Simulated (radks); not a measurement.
Q: The mean radii <r> (bohr) of the occupied orbitals of an atom or ion are listed with their occupations. Calculated with a radial shooting solver on a logarithmic mesh with Libxc functionals: scalar-relativistic Kohn-Sham, PBE, spin-polarised, spherical densities, point nucleus.

orbital  occ.      <r>
1s up       1  0.04551
1s down     1  0.04551
2s up       1   0.2019
2s down     1   0.2018
2p up       3   0.1765
2p down     3   0.1763
3s up       1   0.5377
3s down     1   0.5385
3p up       3   0.5338
3p down     3   0.5348
3d up       1   0.4973

Name the element and its charge. Open shells, if any, are filled with parallel spins first.

A: Z = 33, arsenic, charge +14: As14+ in [Ar] 3d1. The 1s radius gives Z: for a bare nucleus <r> = (2 gamma + 1)/(2Z) with gamma = sqrt(1 - (Z/c)^2), 0.04456 bohr for Z = 33, and screening makes it slightly larger (0.04551 here). The occupations add up to 19, and the charge is Z minus that.
